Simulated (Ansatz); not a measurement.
Reaction (ligand exchange at a B–N bond): `BN(C)CF` + H₂S → `BS` + `CNCF`

Program: Ansatz. Geometries: PBE0-D4/def2-TZVP. ΔE: electronic, gas phase. CCSD(T)/CBS is the MP2 limit (def2-TZVPP, def2-QZVPP) plus CCSD(T) − MP2 in def2-TZVPP, frozen cores. This one scheme is used for every species. Functionals use def2-TZVPP. Each species was taken in one conformer, which may not be the lowest.

```json
{"level": "r2SCAN", "ΔE (kJ/mol)": "37.4"}
{"level": "MP2/CBS(def2)", "ΔE (kJ/mol)": "45.6"}
```

Problem. What does CCSD(T)/CBS give? (Best estimate.)

Solution. Computed: +46.2 kJ/mol. The listed levels differ from it by -8.8, -0.6 kJ/mol.

Largest T1 diagnostic among the species: 0.015.

The D4 term adds +3.9 kJ/mol with B3LYP and +2.3 kJ/mol with PBE0; it sums over pairs of atoms, weighted by their polarisabilities, and B3LYP, whose exchange is more repulsive, gets the larger term. In def2-TZVPP, CCSD(T) changes the Hartree–Fock value by +5.3 kJ/mol (the triples alone add −0.3 kJ/mol) and MP2 by +4.7 kJ/mol.

B3LYP here is the variant with VWN-RPA as its local correlation; programs differ in this.
